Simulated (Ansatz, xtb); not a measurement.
**C4H6OSeSi: which of two isomers lies lower**

Structure X is `Oc1c[se]c([SiH3])c1`, a singlet and structure Y is `Oc1c[se]cc1[SiH3]`, a singlet. Both are isolated molecules in the gas phase, relaxed with r2SCAN-D4/def2-SVP; the shapes shown needn't be the lowest conformers.

X (Å):

```xyz
13

C    -0.5768    0.0892    0.5188
C    -1.2167   -0.9284    1.1922
C     1.0753   -0.2093    2.2052
C     0.6813    0.4792    1.0783
O    -1.0266    0.7309   -0.5884
Se   -0.2209   -1.4882    2.6611
Si    2.6677   -0.0017    3.1531
H    -1.8820    0.3592   -0.8401
H    -2.1813   -1.3782    0.9521
H     3.6659   -1.0554    2.7943
H     3.2414    1.3364    2.8231
H     2.4120   -0.0951    4.6216
H     1.2732    1.2793    0.6242
```

Y (Å):

| atom | x (Å) | y (Å) | z (Å) |
| --- | --- | --- | --- |
| C | -0.2305 | -0.3798 | 1.1095 |
| C | -0.2137 | -1.4040 | 0.1923 |
| C | 2.0462 | -0.8998 | 1.3214 |
| C | 1.0254 | -0.0846 | 1.7504 |
| O | -1.3076 | 0.3692 | 1.4625 |
| Se | 1.4946 | -2.1359 | 0.0435 |
| Si | 1.2171 | 1.2710 | 3.0280 |
| H | -2.0818 | 0.0746 | 0.9655 |
| H | -1.0489 | -1.7826 | -0.3982 |
| H | 3.0865 | -0.8802 | 1.6500 |
| H | 2.6451 | 1.2866 | 3.4664 |
| H | 0.3458 | 1.0251 | 4.2156 |
| H | 0.8678 | 2.6066 | 2.4588 |

Question: Estimate which is lower in electronic energy at CCSD(T)/def2-SVP + ΔMP2/def2-TZVPP, and by roughly how much.

Answer: CCSD(T)/def2-SVP + ΔMP2/def2-TZVPP gives E(Y) − E(X) = +0.20 kcal/mol, slightly favouring structure X, which is too small a margin to settle the true order.

The same difference at several levels:

```csv
level,geometry,E(Y) − E(X) (kcal/mol),departure from the last row (kcal/mol),"job, with rough time for the two"
GFN2-xTB,GFN2-xTB,−2.64,−2.84,"optimisation, 0.36 s"
HF/STO-3G,GFN2-xTB,−0.94,−1.14,"single point, 1.1 s"
r2SCAN-D4/def2-SVP//GFN2-xTB,GFN2-xTB,−0.18,−0.38,"single point, 11 s"
r2SCAN-D4/def2-SVP,r2SCAN-D4/def2-SVP,−0.35,−0.55,"optimisation, 88 s"
HF/def2-SVP,r2SCAN-D4/def2-SVP,−0.51,−0.71,part of the CCSD(T) run
MP2/def2-SVP,r2SCAN-D4/def2-SVP,−0.28,−0.48,part of the CCSD(T) run
CCSD(T)/def2-SVP,r2SCAN-D4/def2-SVP,−0.58,−0.78,single point
CCSD(T)/def2-SVP + ΔMP2/def2-TZVPP,r2SCAN-D4/def2-SVP,+0.20,,"single point, 4.3 min"
```

As drawn, both hold the same kinds of bond in the same numbers.

The largest departure from CCSD(T)/def2-SVP + ΔMP2/def2-TZVPP is that of GFN2-xTB, 2.84 kcal/mol. The last row adds to CCSD(T) the change of the MP2 difference between the two basis sets, here +0.78 kcal/mol.

With thermal terms from frequencies at re-optimised GFN2-xTB minima (ideal gas, soft modes damped towards free rotors, one conformer each, 298.15 K, 1 atm): on the last row, ΔE + ΔZPE = +0.17, ΔH = +0.10, ΔG = +0.30 kcal/mol.

The correlated steps freeze 19 core orbitals; the filled d shell of Se is correlated, in a basis made for valence electrons. Run with Ansatz 0.2.0, xtb 6.7.1; the last row on 2 threads of Arm Neoverse V1 on a shared host.
